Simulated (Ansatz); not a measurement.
BrClFSi, SMILES `F[Si](Cl)Br` radical. Total charge 0; spin multiplicity 2. Correlated methods include outer-core shells of Br, which these sets cover unevenly. Scalar relativity is left out up to krypton.

| atom | x (Å) | y (Å) | z (Å) |
| --- | --- | --- | --- |
| F1 | -1.066 | 0.963 | -0.707 |
| Si2 | -0.437 | -0.200 | 0.176 |
| Cl3 | 0.657 | 0.675 | 1.659 |
| Br4 | 0.846 | -1.438 | -1.127 |

Q: Give the diagnostics of a CCSD(T)/def2-TZVPP run (frozen core, Ansatz). (An estimate is asked.)

A: The calculation gave: T1 = 0.0115, largest single amplitude 0.026, largest double 0.016, (T) share of the correlation energy 3.6 %, 11 CCSD cycles. ⟨S²⟩ of the UHF reference is 0.756 against 0.75 for a pure state. T1 lies under the customary mark of 0.045 for open shells.
